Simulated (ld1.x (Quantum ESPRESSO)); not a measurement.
**Scattering properties, PAW potential for Ta**

Ta, PAW, made with ld1.x (Quantum ESPRESSO) 7.5 (PBEsol, scalar-relativistic). Core [Kr] 4d10, reference 4f14 5s2 5p6 5d3 6s0 6p0 (charge +2). Waves: 5s (bound): rcut 1.65, rcutus 1.80 bohr; 6s (bound, empty): rcut 1.65, rcutus 1.80 bohr; 5p (bound): rcut 1.75, rcutus 2.30 bohr; 6p (bound, empty): rcut 1.75, rcutus 2.30 bohr; 5d (bound): rcut 1.95, rcutus 2.70 bohr; 5d channel at -0.85 Ry: rcut 1.95, rcutus 2.70 bohr; 4f (bound): rcut 0.75, rcutus 1.05 bohr; 4f channel at -2.55 Ry: rcut 0.75, rcutus 1.05 bohr. Local part: all-electron potential smoothed inside 1.80 bohr (lloc = -1). Core correction: a·sin(br)/r model core, default radius (ld1.x builds one for every PAW set, though the input has nlcc=.false.). Augmentation charge: BESSEL, radius 0.85 bohr.

The phase is arctan(r·u′/u) with u = r·R(r), unwrapped; energies in Ry, scanned from -9 to 5 Ry. A pole is an energy at which the radial function vanishes at the test radius. The pseudo phase is shifted by a multiple of π to meet the all-electron one at the reference energy, and phase errors are pseudo minus all-electron; the curves can meet again beyond the range given. Levels narrower than the energy grid can be missing from the lists of poles. n/a: not evaluated, since a narrow level or a reset projector energy made the automatic matching unsafe.

| channel | radius (bohr) | reference energy (Ry) | poles, all-electron | poles, pseudo | unbroken range about the reference energy with phases within 0.05 rad | phase error 1 Ry above the reference energy (rad) |
| --- | --- | --- | --- | --- | --- | --- |
| s | 2.94 | -1.35 | 0.25 | 0.25 | n/a | n/a |
| p | 2.94 | -0.91 | -4.00, 1.63 | -4.00, 1.46 | -4.0 to 3.0 | -0.011 |
| d | 2.94 | -1.35 | -0.96, 4.07 | -0.96, 1.01 | below 0.5 | -0.000 |
| f | 2.94 | -2.96 | -2.95, 2.04 | -2.95, 2.05 | below 4.0 | -0.000 |

The ghost test of this file was not conclusive. Its overlap operator is not positive definite in a basis up to 400 Ry (lowest eigenvalue p -0.38), so the file is unfit for use: the generalised eigenproblem breaks down once the basis is large enough, and its test numbers describe a broken file.

Phases in the f channel:

```
E (Ry)  all-electron  pseudo
 -9.00         1.455   1.455
 -8.52         1.452   1.452
 -8.04         1.448   1.448
 -7.56         1.444   1.444
 -7.08         1.440   1.440
 -6.60         1.435   1.435
 -6.12         1.430   1.430
 -5.64         1.424   1.424
 -5.16         1.417   1.417
 -4.68         1.408   1.408
 -4.20         1.399   1.399
 -3.72         1.387   1.387
 -3.24         1.370   1.370
 -2.76        -1.780  -1.780
 -2.28        -1.807  -1.807
 -1.80        -1.839  -1.839
 -1.32        -1.887  -1.887
 -0.84        -1.968  -1.968
 -0.36        -2.138  -2.138
  0.12        -2.662  -2.661
  0.60        -3.916  -3.914
  1.08        -4.439  -4.438
  1.56        -4.617  -4.616
  2.04        -4.713  -4.711
  2.52        -4.785  -4.782
  3.00        -4.860  -4.854
  3.48        -4.968  -4.955
  3.96        -5.209  -5.162
  4.44        -6.193  -5.933
  4.92        -7.333  -7.223
```
